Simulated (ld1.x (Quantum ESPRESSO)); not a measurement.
Reading a pseudo-wave (Br (Z = 35))

Columns: radius, all-electron u(r) and pseudo u(r) of the 3d shell (level -66.72 eV) of bromine in the configuration [Ar] 3d10 4s2 4p5; PBE, scalar-relativistic, ultrasoft scheme, ld1.x (Quantum ESPRESSO) 7.5.

```csv
r (bohr),all-electron,pseudo
0.075,0.1320,0.0031
0.150,0.5094,0.0239
0.225,0.8882,0.0752
0.300,1.1463,0.1620
0.375,1.2723,0.2793
0.450,1.2940,0.4139
0.525,1.2469,0.5470
0.600,1.1603,0.6591
0.675,1.0546,0.7346
0.750,0.9427,0.7647
0.825,0.8326,0.7503
0.900,0.7289,0.6999
0.975,0.6338,0.6275
1.050,0.5483,0.5479
1.125,0.4724,0.4725
1.200,0.4059,0.4059
1.275,0.3479,0.3479
1.350,0.2977,0.2977
1.425,0.2542,0.2542
1.500,0.2168,0.2168
1.575,0.1846,0.1846
1.650,0.1571,0.1571
1.725,0.1335,0.1335
1.800,0.1134,0.1134
1.875,0.0962,0.0962
1.950,0.0816,0.0816
```

Problem. How many radial nodes do the two functions have?

Solution. The all-electron 3d function has n − l − 1 = 0; the pseudo-wave has 0.

Problem. At about which radius was the pseudo-wave matched?

Solution. 1.15 bohr. The columns agree to 0.0005 from 1.05 bohr on; several derivatives are matched, so the curves merge somewhat inside the radius.

Problem. Where does each function peak?

Solution. Outermost all-electron maximum near 0.45 bohr, pseudo maximum near 0.75 bohr (to the table’s step).

Problem. Is the pseudo-wave norm-conserving?

Solution. No, it belongs to an ultrasoft set: the norm inside the radius is not constrained, and the difference is carried by the augmentation charge.
